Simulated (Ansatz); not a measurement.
Consider the ligand exchange at the Sb–Cl bond: `[Cl][SbH2]` + `CC(=N)O` → `C/C(O)=[N]\[SbH2]` + HCl.

Gas-phase electronic energies from Ansatz, PBE0-D4/def2-TZVP geometries. CCSD(T)/CBS is the MP2 limit (def2-TZVPP, def2-QZVPP) plus CCSD(T) − MP2 in def2-TZVPP, frozen cores. This one scheme is used for every species. DFT in def2-TZVPP. B3LYP here is the variant with VWN-RPA as its local correlation; programs differ in this. def2 core potentials past Kr. For Sb outer-core shells are correlated without core-valence functions, which leaves a few kJ/mol of doubt a bond. Each species was taken in one conformer, which may not be the lowest.

(1) Is it downhill or uphill in electronic energy at CCSD(T)/CBS, and by how much? (Best estimate.)

(2) What do these levels give: BLYP-D4, r2SCAN-D4, B97M-V, B3LYP-D4, r2SCANh-D4, PBE-QIDH, revPBE, PBE0, LC-ωPBE, MP2/def2-SVP, HF/def2-TZVPP, CCSD(T)/def2-TZVPP? (An estimate is asked.)

Largest T1 diagnostic among the species: 0.015.

## Answers

(1) The calculation gave: Uphill: ΔE = +77.7 kJ/mol.

(2) The calculation gave: BLYP-D4 78.2, r2SCAN-D4 82.6, B97M-V 85.0, B3LYP-D4 83.0, r2SCANh-D4 84.1, PBE-QIDH 81.1, revPBE 89.5, PBE0 89.4, LC-ωPBE 85.6, MP2/def2-SVP 70.6, HF/def2-TZVPP 105.0, CCSD(T)/def2-TZVPP 71.3 kJ/mol.

From r2SCAN to r2SCAN0 (25 % exact exchange), in def2-TZVPP and without D4, ΔE moves by +4.0 kJ/mol. In def2-TZVPP, CCSD(T) changes the Hartree–Fock value by −33.7 kJ/mol (the triples alone add −5.5 kJ/mol) and MP2 by −37.7 kJ/mol. The D4 term adds −9.6 kJ/mol with B3LYP and −5.4 kJ/mol with PBE0; it sums over pairs of atoms, weighted by their polarisabilities, and B3LYP, whose exchange is more repulsive, gets the larger term.
